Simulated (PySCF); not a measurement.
C4H10B, SMILES CC[B]CC, multiplicity 2. Geometry: r2SCAN-D4/def2-SVP. The isomer is the one that the SMILES or the coordinates give; other isomers of the formula were not compared. Other conformers were not sampled.

Computed equilibrium geometry at r2SCAN-D4/def2-SVP (PySCF confirms it by a frequency run) as a Z-matrix (one conformer of several):
```
B
C 1 1.5539
H 2 1.1122 1 106.46
H 2 1.1130 3 102.79 1 -110.32
C 2 1.5296 3 110.92 4 -118.37
H 5 1.1012 2 111.04 3 177.18
H 5 1.1013 6 106.93 2 -121.22
H 5 1.1021 6 107.79 7 -115.57
C 1 1.5574 2 128.76 3 -52.56
H 9 1.1080 1 108.16 2 131.53
H 9 1.1102 10 102.52 1 -111.49
C 9 1.5355 10 110.88 11 -118.07
H 12 1.1021 9 111.41 10 176.54
H 12 1.1021 13 107.08 9 -121.91
H 12 1.1024 13 107.38 14 -114.98
```
Charge 0, spin multiplicity 2.
